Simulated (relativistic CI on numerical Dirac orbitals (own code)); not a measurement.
Tc XXXVI: sensitivity of the levels to the model

Base calculation: Dirac-Coulomb-Breit CI, KLI orbitals optimised for each configuration, model QED (radiative potential, 1s self-energy scaled to tabulated hydrogen-like ionisation energies), unscaled Slater integrals.

Configurations in the expansion (outside the closed core 1s2): 2s2 2p4, 2s 2p5, 2p6, 2p5 3s, 2p5 3p, 2p5 3d, 2s2 2p3 3s, 2s2 2p3 3p, 2s2 2p3 3d, 2s 2p4 3s, 2s 2p4 3p, 2s 2p4 3d, 2s2 2p3 4s, 2s2 2p3 4p, 2s2 2p3 4d, 2s2 2p3 4f, 2s 2p4 4s, 2s 2p4 4p, 2s 2p4 4d, 2s 2p4 4f, 2s2 2p2 3s2, 2s2 2p3 5s, 2s2 2p2 3s 3p, 2s2 2p3 5p, 2s2 2p3 5d, 2s2 2p3 5f, 2s2 2p3 5g, 2s2 2p2 3p2, 2s2 2p2 3s 3d, 2s2 2p2 3p 3d, 2s 2p3 3s2, 2s2 2p2 3d2, 2s 2p3 3s 3p, 2s 2p3 3p2, 2s 2p3 3s 3d, 2s 2p4 5s. Levels of other configurations are missing.

Variants: (1) one mean potential for all configurations. Shifts of the energy above 2s2 2p4 3P_2, in eV, for the lowest level and the first level of each name with at least 55 % of one term (blank where a level changes its place among those of its configuration and J or its character, or is not in the variant):

```tsv
Level	Base	Δ(1)
2s2 2p4 3P_2	0.00	0.00
2s2 2p4 1S_0	26.80	-0.01
2s2 2p4 3P_1	119.11	+0.03
2s2 2p4 1D_2	133.62	+0.03
2s2 2p4 3P_0	262.95	+0.06
2s 2p5 3P°_2	313.96	+0.05
2s 2p5 3P°_1	350.19	+0.05
2s 2p5 3P°_0	439.08	+0.05
2s 2p5 1P°_1	469.67	+0.05
2p6 1S_0	695.03	+0.23
2s2 2p3 3p 3P_0	2815.73	+0.55
2s2 2p3 3s 3D°_3	2824.83	+0.81
2s2 2p3 3s 1D°_2	2829.34	+0.73
2s2 2p3 3s 3P°_0	2846.88	+0.69
```

At this charge energies of transitions that change n are usually good to better than 1 %, and those within a shell (Δn = 0) to a few per cent.

Ionisation energy from the two ground configurations alone: base 4870.39 eV. The NIST ASD value (semi-empirical) is 4874 eV.

LS names give the leading component of a level, which can be under half, so a name can repeat, a term be missing and a line seem to break the LS rules.
